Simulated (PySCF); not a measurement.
PySCF input (TPSS/def2-TZVPD):

```python
from pyscf import gto, scf, dft

mol = gto.M(
    atom='''
    I    -0.00000000   -0.00000000   -1.30342046
    I     0.00000000    0.00000000    1.30342046
    ''',
    basis='def2-tzvpd',
    ecp='def2-tzvp',
    charge=1,
    spin=1,
    symmetry='D2h',
    verbose=4,
)

mf = dft.UKS(mol, xc='tpss').density_fit(auxbasis='def2-universal-jkfit')
mf.grids.level = 3
mf.conv_tol = 1e-9
mf.max_cycle = 100
mf.max_memory = 1500
mf.kernel()
if not mf.converged:
    mf = mf.newton()
    mf.kernel(mf.make_rdm1())
mf.analyze()
```

Output:

```
PySCF version 2.14.0

[INPUT] verbose = 4
[INPUT] num. atoms = 2
[INPUT] num. electrons = 49
[INPUT] charge = 1
[INPUT] spin (= nelec alpha-beta = 2S) = 1
[INPUT] symmetry D2h subgroup None
[INPUT] Mole.unit = angstrom
[INPUT] Symbol           X                Y                Z      unit          X                Y                Z       unit  Magmom
[INPUT]  1 I      0.000000000000   0.000000000000  -1.303420460000 AA    0.000000000000   0.000000000000  -2.463107694555 Bohr   0.0
[INPUT]  2 I      0.000000000000   0.000000000000   1.303420460000 AA    0.000000000000   0.000000000000   2.463107694555 Bohr   0.0

nuclear repulsion = 126.872243828749
point group symmetry = Dooh, use subgroup D2h
symmetry origin: [0. 0. 0.]
symmetry axis x: [1. 0. 0.]
symmetry axis y: [0. 1. 0.]
symmetry axis z: [0. 0. 1.]
num. orbitals of irrep Ag = 25
num. orbitals of irrep B1g = 6
num. orbitals of irrep B2g = 14
num. orbitals of irrep B3g = 14
num. orbitals of irrep Au = 6
num. orbitals of irrep B1u = 25
num. orbitals of irrep B2u = 14
num. orbitals of irrep B3u = 14
number of shells = 38
number of NR pGTOs = 208
number of NR cGTOs = 118
basis = def2-tzvpd
ecp = def2-tzvp

******** <class 'pyscf.df.df_jk.DFSymAdaptedUKS'> ********
method = DFSymAdaptedUKS
initial guess = minao
damping factor = 0
level_shift factor = 0
DIIS = <class 'pyscf.scf.diis.CDIIS'>
diis_start_cycle = 1
diis_space = 8
diis_damp = 0
SCF conv_tol = 1e-09
SCF conv_tol_grad = None
SCF max_cycles = 100
direct_scf = False
number electrons alpha = 25  beta = 24
XC library pyscf.dft.libxc version 7.1.2
    S. Lehtola, C. Steigemann, M. J. T. Oliveira, and M. A. L. Marques,  SoftwareX 7, 1–5 (2018)
XC functionals = tpss
    J. Tao, J. P. Perdew, V. N. Staroverov, and G. E. Scuseria,  Phys. Rev. Lett. 91, 146401 (2003)
    J. P. Perdew, J. Tao, V. N. Staroverov, and G. E. Scuseria,  J. Chem. Phys. 120, 6898 (2004)
    J. Tao, J. P. Perdew, V. N. Staroverov, and G. E. Scuseria,  Phys. Rev. Lett. 91, 146401 (2003)
    J. P. Perdew, J. Tao, V. N. Staroverov, and G. E. Scuseria,  J. Chem. Phys. 120, 6898 (2004)
radial grids:
    Treutler-Ahlrichs [JCP 102, 346 (1995); DOI:10.1063/1.469408] (M4) radial grids

becke partition: Becke, JCP 88, 2547 (1988); DOI:10.1063/1.454033
pruning grids: <function nwchem_prune>
grids dens level: 3
[...]
beta  HOMO (B2g) = -0.453377975844693  LUMO (B3g) = -0.45001947865389
  HOMO = -0.453377975845  LUMO = -0.450019478654  gap/eV = 0.09139
Extra cycle  E= -594.873376969459  delta_E= -2.73e-12  |g|= 5.41e-07  |ddm|= 1.09e-06
converged SCF energy = -594.873376969459  <S^2> = 0.75203993  2S+1 = 2.0020389
**** SCF Summaries ****
Total Energy =                        -594.873376969459400
Nuclear Repulsion Energy =             126.872243828748864
One-electron Energy =                -1275.928911668189357
Two-electron Energy =                  554.183290869981079
Two-electron Coulomb Energy =          598.113953818079608
DFT Exchange-Correlation Energy =      -43.930662948098558
HOMO-LUMO gap [eV] =                     0.091389363506018
Wave-function symmetry = B3g
alpha occupancy for each irrep:     Ag  B1g  B2g  B3g   Au  B1u  B2u  B3u
                                     6    1    3    3    1    5    3    3
beta  occupancy for each irrep:     Ag  B1g  B2g  B3g   Au  B1u  B2u  B3u
                                     6    1    3    2    1    5    3    3
**** MO energy ****
alpha MO #1 (Ag #1), energy= -6.9317243255837 occ= 1
alpha MO #2 (B1u #1), energy= -6.93171260850532 occ= 1
alpha MO #3 (Ag #2), energy= -4.98987635187428 occ= 1
alpha MO #4 (B1u #2), energy= -4.98964165151074 occ= 1
alpha MO #5 (B2u #1), energy= -4.98293665806321 occ= 1
alpha MO #6 (B3g #1), energy= -4.98292112938135 occ= 1
alpha MO #7 (B3u #1), energy= -4.97153264766685 occ= 1
alpha MO #8 (B2g #1), energy= -4.97151711801281 occ= 1
alpha MO #9 (Ag #3), energy= -2.10876670636418 occ= 1
alpha MO #10 (B2u #2), energy= -2.10611911510543 occ= 1
alpha MO #11 (B3g #2), energy= -2.10452928675974 occ= 1
alpha MO #12 (B1u #3), energy= -2.10391253076254 occ= 1
alpha MO #13 (B3u #2), energy= -2.09665939118497 occ= 1
alpha MO #14 (B2g #2), energy= -2.09507572286035 occ= 1
alpha MO #15 (B1g #1), energy= -2.09056374041616 occ= 1
alpha MO #16 (Au #1), energy= -2.09041799500235 occ= 1
alpha MO #17 (Ag #4), energy= -2.08895096824875 occ= 1
alpha MO #18 (B1u #4), energy= -2.0881927100066 occ= 1
alpha MO #19 (Ag #5), energy= -0.956570035940763 occ= 1
alpha MO #20 (B1u #5), energy= -0.865662190506842 occ= 1
alpha MO #21 (Ag #6), energy= -0.594929579906974 occ= 1
alpha MO #22 (B2u #3), energy= -0.547111488884211 occ= 1
alpha MO #23 (B3u #3), energy= -0.525524786538504 occ= 1
alpha MO #24 (B3g #3), energy= -0.483594464818633 occ= 1
alpha MO #25 (B2g #3), energy= -0.459884433370296 occ= 1
alpha MO #26 (B1u #6), energy= -0.380063890879653 occ= 0
alpha MO #27 (Ag #7), energy= -0.173626079429143 occ= 0
alpha MO #28 (B2u #4), energy= -0.137891649918575 occ= 0
alpha MO #29 (B1g #2), energy= -0.132111826691523 occ= 0
alpha MO #30 (Ag #8), energy= -0.131394298332193 occ= 0
alpha MO #31 (B3u #4), energy= -0.127082457909738 occ= 0
alpha MO #32 (B1u #7), energy= -0.119093443457888 occ= 0
alpha MO #33 (Ag #9), energy= -0.111883050223332 occ= 0
alpha MO #34 (B2u #5), energy= -0.106348084418078 occ= 0
alpha MO #35 (B3u #5), energy= -0.10065251623596 occ= 0
alpha MO #36 (B3g #4), energy= -0.0817220861095507 occ= 0
alpha MO #37 (B2g #4), energy= -0.077664913757264 occ= 0
alpha MO #38 (B1u #8), energy= -0.0615783710938906 occ= 0
alpha MO #39 (Au #2), energy= -0.0609424854330123 occ= 0
alpha MO #40 (B1u #9), energy= -0.0399907722402393 occ= 0
alpha MO #41 (Ag #10), energy= -0.0140859065312187 occ= 0
alpha MO #42 (B1u #10), energy= 0.00333333757512211 occ= 0
alpha MO #43 (B3g #5), energy= 0.0107036973168757 occ= 0
alpha MO #44 (B2g #5), energy= 0.0163648779447518 occ= 0
alpha MO #45 (B2u #6), energy= 0.0561440916615856 occ= 0
alpha MO #46 (B3u #6), energy= 0.0635447974895369 occ= 0
alpha MO #47 (Ag #11), energy= 0.0685273376031326 occ= 0
alpha MO #48 (B2u #7), energy= 0.0872307682353872 occ= 0
alpha MO #49 (B3u #7), energy= 0.0951358827772699 occ= 0
alpha MO #50 (Ag #12), energy= 0.110903567495729 occ= 0
alpha MO #51 (B1g #3), energy= 0.111367617142488 occ= 0
alpha MO #52 (B3g #6), energy= 0.11751488650709 occ= 0
alpha MO #53 (B2g #6), energy= 0.127127215215986 occ= 0
alpha MO #54 (Ag #13), energy= 0.142400305171918 occ= 0
alpha MO #55 (B1u #11), energy= 0.156872856566993 occ= 0
alpha MO #56 (Au #3), energy= 0.157229401798256 occ= 0
alpha MO #57 (B3g #7), energy= 0.21415405521586 occ= 0
alpha MO #58 (B2g #7), energy= 0.224603893043311 occ= 0
alpha MO #59 (B1u #12), energy= 0.234614626335716 occ= 0
alpha MO #60 (B1u #13), energy= 0.238957766198156 occ= 0
alpha MO #61 (Ag #14), energy= 0.326755039315952 occ= 0
alpha MO #62 (B2u #8), energy= 0.464805947419101 occ= 0
alpha MO #63 (B3u #8), energy= 0.48078775797347 occ= 0
alpha MO #64 (B1u #14), energy= 0.48963713233681 occ= 0
alpha MO #65 (Ag #15), energy= 0.497818612176633 occ= 0
alpha MO #66 (B1g #4), energy= 0.499506420384242 occ= 0
alpha MO #67 (B2u #9), energy= 0.552312350477927 occ= 0
alpha MO #68 (B3u #9), energy= 0.552409695171024 occ= 0
alpha MO #69 (Ag #16), energy= 0.553171915914972 occ= 0
alpha MO #70 (B3g #8), energy= 0.565577387495437 occ= 0
alpha MO #71 (B2g #8), energy= 0.56558124416348 occ= 0
alpha MO #72 (Au #4), energy= 0.604789097554346 occ= 0
alpha MO #73 (B1u #15), energy= 0.605152636680664 occ= 0
alpha MO #74 (B3g #9), energy= 0.720139957088111 occ= 0
alpha MO #75 (B2g #9), energy= 0.735480229668396 occ= 0
alpha MO #76 (B1u #16), energy= 0.863068619082632 occ= 0
alpha MO #77 (B2u #10), energy= 0.911595584431635 occ= 0
alpha MO #78 (B3u #10), energy= 0.927165023592343 occ= 0
alpha MO #79 (Ag #17), energy= 0.97149394045593 occ= 0
alpha MO #80 (B3g #10), energy= 1.00430131088892 occ= 0
alpha MO #81 (B2g #10), energy= 1.02115420636788 occ= 0
alpha MO #82 (B1u #17), energy= 1.17692104576093 occ= 0
alpha MO #83 (B1g #5), energy= 1.18042193984628 occ= 0
alpha MO #84 (Ag #18), energy= 1.1804473334354 occ= 0
alpha MO #85 (B2u #11), energy= 1.22466236547942 occ= 0
alpha MO #86 (Au #5), energy= 1.2249047845381 occ= 0
alpha MO #87 (B1u #18), energy= 1.22617703638187 occ= 0
alpha MO #88 (B3u #11), energy= 1.23861212114728 occ= 0
alpha MO #89 (B3g #11), energy= 1.25747522588215 occ= 0
alpha MO #90 (B2g #11), energy= 1.27098113343575 occ= 0
alpha MO #91 (Ag #19), energy= 1.36813383447383 occ= 0
alpha MO #92 (B1u #19), energy= 1.4177409946591 occ= 0
alpha MO #93 (B2u #12), energy= 2.62966693513032 occ= 0
alpha MO #94 (B3u #12), energy= 2.63969182072559 occ= 0
alpha MO #95 (Ag #20), energy= 2.66162292888278 occ= 0
alpha MO #96 (B1g #6), energy= 2.66241124742113 occ= 0
alpha MO #97 (B2u #13), energy= 2.69889342480454 occ= 0
alpha MO #98 (B3u #13), energy= 2.69892134831185 occ= 0
alpha MO #99 (B3g #12), energy= 2.70738559074419 occ= 0
alpha MO #100 (B2g #12), energy= 2.70738666546777 occ= 0
alpha MO #101 (Ag #21), energy= 2.71535680704739 occ= 0
alpha MO #102 (B1u #20), energy= 2.73591702414257 occ= 0
[...]
```
